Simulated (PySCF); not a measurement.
PySCF 2.14 output of an unrestricted LDA calculation on a single atom or ion in aug-cc-pVDZ-DK (7s6p4d2f, 59 functions), with the spin-free X2C one-electron Hamiltonian (Gaussian nucleus):

```
SCF conv_tol = 1e-09
number electrons alpha = 15  beta = 14
    P. A. M. Dirac.,  Math. Proc. Cambridge Philos. Soc. 26, 376 (1930)
    F. Bloch.,  Z. Phys. 57, 545 (1929)
    S. H. Vosko, L. Wilk, and M. Nusair.,  Can. J. Phys. 58, 1200 (1980)
cycle= 1 E= -1651.67296178674  delta_E= 0.0503  |g|= 0.658  |ddm|= 0.617
cycle= 2 E= -1651.23136649294  delta_E= 0.442  |g|= 1.77  |ddm|= 1.06
cycle= 3 E= -1651.75094688655  delta_E= -0.52  |g|= 0.116  |ddm|= 0.776
cycle= 4 E= -1651.75433242948  delta_E= -0.00339  |g|= 0.0336  |ddm|= 0.149
cycle= 5 E= -1651.75463549109  delta_E= -0.000303  |g|= 0.00838  |ddm|= 0.0612
cycle= 6 E= -1651.75466409629  delta_E= -2.86e-05  |g|= 0.0073  |ddm|= 0.0356
cycle= 7 E= -1651.7546781003  delta_E= -1.4e-05  |g|= 0.00113  |ddm|= 0.02
cycle= 8 E= -1651.75467850001  delta_E= -4e-07  |g|= 0.000246  |ddm|= 0.00335
cycle= 9 E= -1651.75467851172  delta_E= -1.17e-08  |g|= 6.23e-06  |ddm|= 0.000152
cycle= 10 E= -1651.75467851175  delta_E= -3.25e-11  |g|= 4.41e-06  |ddm|= 4.61e-05
converged SCF energy = -1651.75467851175  <S^2> = 0.80113833  2S+1 = 2.0505007
```

The run itself started from symmetry-adapted Hartree-Fock orbitals and held the occupation by maximum overlap, on a logarithmic radial grid, so the iterations belong to that start.

Which element, charge and spin multiplicity is this?

Cu (copper, neutral), multiplicity 2; the state was [Ar] 3d10 4p1, 2P determinant (an excited configuration).
